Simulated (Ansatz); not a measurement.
InF3. The state is a triplet with charge 0. Geometry PBE0-D4/def2-TZVP, that of the neutral singlet; atoms count from 1.

Cartesian coordinates in Å:
```
In 0.000 0.000 0.000
F -1.080 0.330 -1.550
F 0.808 -1.721 0.256
F 0.273 1.390 1.294
```

In the def2 sets In takes a core potential; there is no spin–orbit coupling. At PBE0-D4/def2-TZVP a singlet of charge 0 lies 5.55 eV below the triplet at the same geometry.

(1) Estimate the Mulliken populations from the PBE0/def2-TZVP orbitals of Ansatz.

(2) Where does the spin sit?

(3) And the Mayer bond orders between bonded heavy atoms (over 0.3)?

Results:

(1) 
```csv
atom,charge (e),spin (α − β)
In1,0.79,0.84
F2,-0.26,0.39
F3,-0.26,0.38
F4,-0.26,0.39
```
Mulliken values and Mayer orders depend strongly on the basis.

(2) Summed by element: In 0.84, F 1.16, of 2 unpaired in all. Largest on single atoms: In1 0.84, F2 0.39, F4 0.39.

(3) In1–F2 0.62 (1.92 Å); In1–F3 0.61 (1.92 Å); In1–F4 0.61 (1.92 Å).
